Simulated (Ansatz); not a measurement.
```yaml
crystal:
  periodic: [false, false, false]
  atoms:
    - {symbol: N, position_ang: [-1.140374, 0.898382, -0.544605]}
    - {symbol: Cr, position_ang: [0.410225, -0.005265, -0.401108]}
    - {symbol: N, position_ang: [0.506993, -0.890226, 1.163838]}
    - {symbol: O, position_ang: [0.447866, -1.057704, -1.539396]}
    - {symbol: O, position_ang: [1.562802, 1.031877, -0.426510]}
    - {symbol: H, position_ang: [-1.919037, 0.592470, -1.076115]}
    - {symbol: H, position_ang: [-1.919037, 0.542470, -1.076115]}
    - {symbol: H, position_ang: [1.025659, -0.531015, 1.949620]}
    - {symbol: H, position_ang: [0.307644, -1.875557, 1.233686]}
basis:
  gaussian: {orbitals: cc-pVTZ, fitting: {mean_field: cc-pVTZ-jkfit}, final_grid: {core_spheres: 20, valence_spheres: 16, degree: 47}}
hamiltonian: {xc: {name: wB97M-V}}
scf: {lower_state_search: off}
```

```sh
$ ansatz run in.yaml --threads 4 --pin off --events-out ev --progress --plain --max-ram 10444MiB
```

(1) How does Ansatz answer? (Best estimate.)

Results:

(1) The calculation gave: The program refused the input.
```
Functional definition: wB97M-V
Error: <dir> the basis set cc-pVTZ-JKFIT has no functions for Cr
```
